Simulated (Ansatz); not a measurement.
Program: Ansatz. Geometries: PBE0-D4/def2-TZVP. ΔE: electronic, gas phase. CCSD(T)/CBS is the MP2 limit (def2-TZVPP, def2-QZVPP) plus CCSD(T) − MP2 in def2-TZVPP, frozen cores. DFT in def2-TZVPP. B3LYP here is the variant with VWN-RPA as its local correlation; programs differ in this. Elements past krypton have def2 core potentials. For Sn outer-core shells are correlated without core-valence functions, which leaves a few kJ/mol of doubt a bond. One conformer a species, not always the lowest.

Reaction (redistribution): `[F][Al]([SiH3])[SH]` + `C[S][Sn][SH]` → `C[S][Al]([F])[SiH3]` + `[SH][Sn][SH]`

| level | ΔE (eV) |
| --- | --- |
| ωB97M-V | 0.08 |
| B3LYP | 0.07 |
| HF/def2-TZVPP | 0.05 |
| CCSD(T)/def2-TZVPP | 0.09 |
| HF/def2-QZVPP | 0.05 |
| SCS-MP2/def2-QZVPP | 0.10 |
| MP2/CBS(def2) | 0.12 |
| CCSD/CBS(def2) | 0.09 |

What does CCSD(T)/CBS give? (Best estimate.)

Computed: +0.10 eV. The listed levels differ from it by -0.02, -0.03, -0.05, -0.01, -0.05, 0.00, 0.02, -0.01 eV.

Largest T1 diagnostic among the species: 0.016.

In def2-TZVPP, CCSD(T) changes the Hartree–Fock value by +0.04 eV (the triples alone add +0.01 eV) and MP2 by +0.06 eV.
